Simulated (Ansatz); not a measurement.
Consider the formal exchange of groups at the Al–C bond: `C[CH2][AlH][OH]` + `C[NH][AlH2]` → `[OH][AlH][AlH2]` + `CCNC`.

Isolated molecules relaxed with PBE0-D4/def2-TZVP in Ansatz; ΔE leaves out vibrations. CBS: MP2 limit from def2 TZ/QZ plus the TZ coupled-cluster correction, frozen cores. DFT in def2-TZVPP. B3LYP here is the variant with VWN-RPA as its local correlation; programs differ in this. Each species was taken in one conformer, which may not be the lowest.

CCSD(T)/CBS gives +1.49 eV.

Another level gave +1.36 eV. Which?
A. PBE-QIDH/def2-TZVPP
B. B3LYP/def2-TZVPP
C. PBE0-D4/def2-TZVPP
D. B2PLYP/def2-TZVPP

C. PBE0-D4 1.36, B2PLYP 1.54, PBE-QIDH 1.44, B3LYP 1.49 eV.

Largest T1 diagnostic among the species: 0.013.

In def2-TZVPP, CCSD(T) changes the Hartree–Fock value by +0.10 eV (the triples alone add +0.02 eV) and MP2 by +0.24 eV. Leaving LDA and LC-ωPBE aside and taking each functional with its dispersion term where it has one, the values, not all of them listed here, spread over 0.25 eV, from revPBE-D4 to ωB97M-V. From BLYP to BHLYP (50 % exact exchange), in def2-TZVPP and without D4, ΔE moves by −0.03 eV.
